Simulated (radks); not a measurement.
Values are calculated unless marked as measured or tabulated.
Ionisation of Hf6+, [Kr] 4d10 4f13 5s2 5p5, to Hf7+, [Kr] 4d10 4f13 5s2 5p4, under several functionals. Scalar-relativistic Kohn-Sham, spin-polarised, spherical densities, finite nucleus; open shells are filled with parallel spins first (spin-orbit coupling, left out, can overturn this in heavy ions); a radial shooting solver on a logarithmic mesh with Libxc functionals.

| functional | E(Hf6+) (hartree) | Exc (hartree) | IE (eV) | -e(HOMO) (eV) | <r> HOMO (bohr) | IE error (eV) |
|---|---|---|---|---|---|---|
| revPBE | -15067.3996 | -305.0498 | 118.44 | 100.19 | 0.6365 | +0.4 |
| Wu-Cohen GGA | -15065.9335 | -303.5747 | 118.73 | 100.34 | 0.6367 | +0.7 |
| RPBE | -15067.5333 | -305.1840 | 118.41 | 100.18 | 0.6365 | +0.4 |
| exchange-only r2SCAN | -15064.5554 | -301.0836 | 117.35 | 98.583 | 0.6360 | -0.6 |
| MS2 meta-GGA | -15066.5588 | -303.7034 | 118.59 | 100.19 | 0.6372 | +0.6 |
| SCAN | -15069.2854 | -305.9484 | 119.44 | 100.51 | 0.6372 | +1.4 |
| SOGGA | -15061.9532 | -299.5905 | 118.51 | 100.20 | 0.6367 | +0.5 |
| BLYP | -15067.9695 | -305.5956 | 118.48 | 100.02 | 0.6369 | +0.5 |
| HCTH/407 | -15075.8854 | -313.9033 | 119.13 | 101.96 | 0.6323 | +1.1 |
| BP86 | -15068.9312 | -306.5788 | 118.76 | 100.39 | 0.6366 | +0.8 |

NIST Atomic Spectra Database: 118 eV (theoretical). Closest: RPBE. The Delta-SCF values span 2.08 eV, the total energies 13.93 hartree. The highest occupied level is 4f. Open shells are spherical and high-spin; term and fine-structure splittings are not resolved. Spin-orbit splitting is averaged out at the scalar-relativistic level.
